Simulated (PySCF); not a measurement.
Species: BH₆Sb.
Atom-mapped SMILES: `[BH3-:1][SbH3+:2]` (hydrogens: H3, H4, H5 on B1; H6, H7, H8 on Sb2)

A GFN2-xTB structure was refined with PySCF, PBE0-D3(BJ)/def2-SVP geometry optimisation, gas phase, def2 core potentials past Kr. Its GFN2-xTB values:

```csv
coordinate,GFN2-xTB
B1–Sb2,2.243 Å
B1–H3,1.214 Å
B1–H5,1.168 Å
Sb2–H6,1.679 Å
B1–Sb2–H6,124.0°
Sb2–B1–H3,105.1°
H3–B1–H4,112.2°
H6–Sb2–H7,90.9°
```

Question: How do these coordinates change at the PBE0-D3(BJ)/def2-SVP level?

Answer: 
| coordinate | PBE0-D3(BJ)/def2-SVP (Å or °) | change |
| --- | --- | --- |
| B1–H5 | 1.217 | +0.049 |
| B1–Sb2 | 2.270 | +0.027 |
| Sb2–H6 | 1.700 | +0.021 |
| B1–H3 | 1.218 | +0.004 |
| H6–Sb2–H7 | 97.0 | +6.1 |
| B1–Sb2–H6 | 120.1 | -3.9 |
| Sb2–B1–H3 | 101.2 | -3.9 |
| H3–B1–H4 | 116.1 | +3.9 |

The energy falls by 0.142 eV over 7 energy and gradient evaluations, the largest force component goes from 0.0226 to 4.1e-04 Eh/bohr, and the atoms move by 0.086 Å rms after alignment. The bond that changes most is B1–H5 (four-coordinate boron to B–H hydrogen), which lengthens by 0.049 Å. Bonds longer at the end by more than 0.005 Å: 5 of 7; shorter: 0. Rotational constants go from 51291, 6623, 6621 to 46582, 6577, 6577 MHz.

The run used 70 basis functions and 38 SCF cycles in all.

No frequency check.
